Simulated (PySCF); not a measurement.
How methods differ on the electron affinity of Ga

Ga⁻ [Ar] 3d10 4s2 4p2 (3P) → Ga [Ar] 3d10 4s2 4p1 (2P), as a difference of total energies. Computed with PySCF 2.14 in aug-cc-pVTZ-PP with ECP10MDF, with a scalar-relativistic core potential. Correlated levels: valence: 3s2 3p6 3d10 frozen. The calculations carry no spin-orbit coupling.

```tsv
method	electron affinity (eV)
UHF	-0.064
LDA	0.572
PBE	0.478
PBE0	0.413
r2SCAN	0.499
r2SCANh	0.480
wB97X-V	0.142
M06-2X	0.221
BP86	0.574
MP2 (valence)	0.254
SCS-MP2 (valence)	0.151
```

The reference lies between the lowest fine-structure levels, while these numbers refer to the centres of the terms.

Errors of the correlated levels include the incompleteness of this basis and the frozen core.

A negative affinity means that the anion lies above the atom at that level of theory.

In the anion the highest occupied orbital energy is positive at LDA, PBE, PBE0, r2SCAN, r2SCANh, M06-2X, BP86, a self-interaction effect; the basis confines that electron, and the energy difference can still be sensible.

For comparison: 0.301 eV (measured; photodetachment measurements, as compiled on the Wikipedia data page of electron affinities).
